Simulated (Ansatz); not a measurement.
Two members of one family (Series ZnX2), computed with Ansatz in the gas phase; def2 core potentials for I, no spin–orbit coupling. The two geometries come from different levels. Binding counts from free atoms in the multiplicity of their measured ground term, without zero-point energy. The structures are stationary points that may keep the symmetry of their start.

First: ZnCl2 (singlet, charge 0, PBE-D4/def2-TZVP geometry).

```xyz
3

Zn    0.000    0.000    0.000
Cl    1.158   -1.448    0.964
Cl   -1.159    1.448   -0.964
```

```json
{"level": "PBE-D4/def2-SVP", "HOMO (eV)": "-7.27", "LUMO (eV)": "-2.26", "gap (eV)": "5.01", "binding per atom (eV)": "2.28"}
{"level": "PBE-D4/def2-TZVP", "HOMO (eV)": "-7.75", "LUMO (eV)": "-2.61", "gap (eV)": "5.13", "binding per atom (eV)": "2.23"}
{"level": "PBE0-D4/def2-SVP", "HOMO (eV)": "-8.76", "LUMO (eV)": "-1.44", "gap (eV)": "7.32", "binding per atom (eV)": "2.26"}
{"level": "r2SCAN0-D4/def2-TZVP", "HOMO (eV)": "-9.38", "LUMO (eV)": "-1.50", "gap (eV)": "7.88", "binding per atom (eV)": "2.27"}
{"level": "LC-ωPBE/def2-TZVP", "HOMO (eV)": "-11.96", "LUMO (eV)": "0.55", "gap (eV)": "12.51", "binding per atom (eV)": "2.30"}
```

Metal–donor distances: 2 × Cl 2.09 Å.

Second: ZnI2 (singlet, charge 0, r2SCAN-D4/def2-TZVP geometry).

```xyz
3

Zn    0.000    0.000    0.000
I     1.689    0.661    1.581
I    -1.689   -0.660   -1.581
```

**Question.** Estimate how these quantities change from the first to the second (second minus first).

**Answer.** 
```csv
level,Δ HOMO (eV),Δ LUMO (eV),Δ gap (eV),Δ binding per atom (eV)
PBE-D4/def2-SVP,0.71,-0.27,-0.97,-0.57
PBE-D4/def2-TZVP,1.02,-0.07,-1.09,-0.59
PBE0-D4/def2-SVP,1.03,-0.32,-1.35,-0.54
r2SCAN0-D4/def2-TZVP,1.34,-0.19,-1.54,-0.58
LC-ωPBE/def2-TZVP,1.57,-0.33,-1.89,-0.64
```

Metal–donor distances: 2 × I 2.41 Å.
